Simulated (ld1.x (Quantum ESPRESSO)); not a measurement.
# Co: variants of one ultrasoft potential

Base potential:

ld1.x (Quantum ESPRESSO) 7.5 input, shortened:

```
&input
   title='Co', zed=27., rel=1, dft='PBESOL', iswitch=3,
   config='[Ar] 3d7 4s1.5 4p0'
 /
 &inputp
   pseudotype=3, tm=.true., lloc=-2, rcloc=1.75,
   nlcc=.true.,
   which_augfun='PSQ', rmatch_augfun_nc=.true.
 /
6
4S  1  0   1.50   0.00  1.40  1.90  0.0
4S  1  0   0.00   3.95  1.40  1.90  0.0
3P  2  1   6.00   0.00  1.15  1.35  0.0
4P  3  1   0.00   0.00  1.15  1.35  0.0
3D  3  2   7.00   0.00  1.00  1.25  0.0
3D  3  2   0.00   0.10  1.00  1.25  0.0
 &test
   configts(1)='3p6 3d7 4s1.5 4p0'
 /
```

Cutoffs, loose and tight: the cutoffs (Ry, on a coarse ladder) from which the occupation-weighted sum of valence levels, in a spherical-Bessel basis at the reference potential, stays within 10 and 1 mRy of its value at 400 Ry. They do not see the model core or the augmentation charge, which bear on the density cutoff. Test errors are all-electron minus pseudo excitation energies from the reference, over the configurations 3p6 3d7 4s2 4p0; 3p6 3d7 4s1 4p0; 3p6 3d7 4s0 4p0; 3p6 3d6 4s2 4p0; 3p6 3d5 4s0 4p0; 3p6 3d6 4s2 4p1; 3p6 3d8 4s0 4p0. A dash means not determined; rows that change the core or the reference have their own tests. The largest error is taken over the tests solved by every variant that gives reliable tests at all: 3p6 3d7 4s0 4p0; 3p6 3d7 4s1 4p0; 3p6 3d7 4s2 4p0.

| change | outcome | cutoff, loose | cutoff, tight | bound ghosts | largest test error (meV) |
| --- | --- | --- | --- | --- | --- |
| base | generated | 70 Ry | 120 Ry | none | +1.6 |
| waves 4s (bound): rcut 1.16, rcutus 1.22 bohr; 4s channel at 3.95 Ry: rcut 1.16, rcutus 1.22 bohr | failed: chargeps: negative rho | – | – | – | – |
| waves 4s (bound): rcut 1.40, rcutus 1.48 bohr; 4s channel at 3.95 Ry: rcut 1.40, rcutus 1.48 bohr | failed: chargeps: negative rho | – | – | – | – |
| waves 4s (bound): rcut 1.40, rcutus 1.72 bohr; 4s channel at 3.95 Ry: rcut 1.40, rcutus 1.72 bohr | failed: chargeps: negative rho | – | – | – | – |
| waves 4s (bound): rcut 1.40, rcutus 1.86 bohr; 4s channel at 3.95 Ry: rcut 1.40, rcutus 1.86 bohr | failed: chargeps: negative rho | – | – | – | – |
| waves 4s (bound): rcut 1.40, rcutus 2.14 bohr; 4s channel at 3.95 Ry: rcut 1.40, rcutus 2.14 bohr | generated | 70 Ry | 120 Ry | none | +1.5 |
| waves 4s (bound): rcut 1.40, rcutus 2.44 bohr; 4s channel at 3.95 Ry: rcut 1.40, rcutus 2.44 bohr | generated | 70 Ry | 120 Ry | none | +1.2 |
| waves 4s (bound): rcut 1.40, rcutus 2.64 bohr; 4s channel at 3.95 Ry: rcut 1.40, rcutus 2.64 bohr | generated | 70 Ry | 120 Ry | none | +1.1 |
| waves 4s (bound): rcut 1.40, rcutus 2.84 bohr; 4s channel at 3.95 Ry: rcut 1.40, rcutus 2.84 bohr | generated | 70 Ry | 120 Ry | none | +1.1 |

Reading the sweep of the s radius (base included, trends over the rows without a ghost): The loose cutoff stays near 70 Ry. The generation fails at 1.22, 1.48, 1.72, 1.86 bohr.
